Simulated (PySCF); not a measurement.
ethyl(prop-1-ynyl)silane (C₅H₁₀Si), SMILES CC#C[SiH2]CC. Atoms are numbered in the order given.

```xyz
16

C      3.2779    -0.7141    -0.6260
C      2.0005    -0.1688    -0.1853
C      0.9318     0.2935     0.1895
Si    -0.6971     0.9508     0.7153
C     -2.0702     0.2341    -0.3695
C     -2.1500    -1.2988    -0.3520
H      3.7871    -0.0191    -1.3132
H      3.9458    -0.8943     0.2319
H      3.1373    -1.6714    -1.1537
H     -0.6833     2.4374     0.6143
H     -0.9256     0.5818     2.1417
H     -1.9082     0.5982    -1.3998
H     -3.0267     0.6763    -0.0359
H     -2.3475    -1.6792     0.6636
H     -2.9553    -1.6680    -1.0078
H     -1.2044    -1.7486    -0.6947
```

Geometry optimised at TPSSh-D3(BJ)/def2-SVP. The values are those of a single conformer.

Two levels are set side by side: PBE/pcSseg-1 (PySCF) and B3LYP/pcSseg-1 (PySCF). GIAO shifts against TMS (²⁹Si), TMS (¹H), TMS (¹³C) at the same level; non-relativistic, no solvent, atoms listed together averaged. Differences are taken from unrounded values.

```csv
quantity,PBE
δ(¹³C) of C1 (ppm),8.8
δ(¹³C) of C2 (ppm),113.9
δ(¹³C) of C3 (ppm),81.3
δ(²⁹Si) of Si4 (ppm),-65.3
δ(¹³C) of C5 (ppm),11.0
δ(¹³C) of C6 (ppm),13.6
"δ(¹H) of H7, H8, H9 (ppm)",2.32
```

Task: These are the PBE values. What does B3LYP give? (The exact figures need the calculation; the answer reports its results.)

Result: 
```
quantity                   B3LYP  PBE minus B3LYP
-------------------------  -----  ---------------
δ(¹³C) of C1 (ppm)           8.3              0.5
δ(¹³C) of C2 (ppm)         114.9             -0.9
δ(¹³C) of C3 (ppm)          82.4             -1.1
δ(²⁹Si) of Si4 (ppm)       -63.2             -2.1
δ(¹³C) of C5 (ppm)          10.7              0.3
δ(¹³C) of C6 (ppm)          13.5              0.1
δ(¹H) of H7, H8, H9 (ppm)   2.30             0.02
```

Rough cost on one machine, each run with all the roots and properties that it gave: B3LYP against PBE within a factor of 2.
